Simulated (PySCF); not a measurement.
C3H8BN.

```xyz
13

B      0.2175     0.2207     0.3658
C      1.3625    -0.0941     1.4136
H      1.3601    -1.1642     1.6862
H      1.3027     0.4952     2.3433
H      2.3507     0.0966     0.9570
C      0.1513    -0.5731    -0.9933
C     -0.9772    -0.8637    -1.6589
H      1.0885    -0.9709    -1.4083
H     -0.9870    -1.4520    -2.5834
H     -1.9595    -0.5381    -1.2943
N     -0.7456     1.2032     0.6330
H     -0.7814     1.7225     1.5021
H     -1.4626     1.4703    -0.0315
```
Charge 0, spin multiplicity 1.

Coordinates come from a B3LYP-D3(BJ)/def2-SVP optimisation. The structure was generated by enumeration, and PubChem lists no compound with its InChIKey, so it may never have been made. The values are those of a single conformer.

The numbers are results of PySCF with PBE/pcSseg-1, not measurements. Non-relativistic, no solvent.

Computed absolute GIAO shielding of each atom: isotropic value and principal components (ppm):
```csv
atom,σ(iso),σ11,σ22,σ33,span
B1,56.7,18.6,38.4,113.2,94.6
C2,174.1,162.9,171.9,187.5,24.6
H3,30.6,27.4,28.7,35.8,8.4
H4,31.1,27.5,29.6,36.2,8.8
H5,30.6,27.2,28.5,36.2,9.0
C6,30.1,-91.3,19.0,162.5,253.8
C7,48.4,-63.7,51.3,157.5,221.1
H8,24.7,21.1,24.8,28.3,7.2
H9,25.4,23.1,24.6,28.4,5.3
H10,25.3,22.1,24.9,29.0,6.9
N11,156.7,76.6,186.0,207.4,130.7
H12,27.6,23.1,25.8,34.1,11.0
H13,27.3,22.4,25.4,34.1,11.8
```
